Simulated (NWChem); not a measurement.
System: C$_{3}$H$_{5}$BFN; SMILES C[C@H]1N=CB1F

```xyz
11

C      1.0690    -1.6325     0.2306
C      0.0921    -0.7233    -0.4800
N     -1.2636    -0.5999     0.1782
C     -1.4486     0.6774     0.0764
B      0.0577     0.8441    -0.2449
F      0.9726     1.7275     0.1004
H      1.2730    -1.2925     1.2575
H      2.0272    -1.6617    -0.3096
H      0.6788    -2.6608     0.2884
H     -0.0761    -1.0561    -1.5159
H     -2.3747     1.1730     0.3922
```
Atoms are numbered in this order, from 1.

Computed with NWChem. Pople sets run with spherical d functions. All runs use the structure optimised with PBE0/def2-SVP. Total energies compare along this basis series because the functional is fixed.

```tsv
level	basis functions	energy (Ha)	highest occupied level (eV)	orbital gap (eV)	dipole (D)	relative time
PBE0/STO-3G	35	-292.5933	-4.56	6.19	1.30	1
PBE0/3-21G	64	-294.8153	-7.03	5.77	0.77	1
PBE0/6-31G*	94	-296.4325	-7.21	5.99	0.78	3
PBE0/6-31+G*	118	-296.4458	-7.54	5.89	0.85	6
PBE0/6-311G**	138	-296.5117	-7.42	5.94	0.74	6
PBE0/6-311++G**	167	-296.5174	-7.57	5.87	0.82	10
```

Relative times are rough (shared machine, one core).
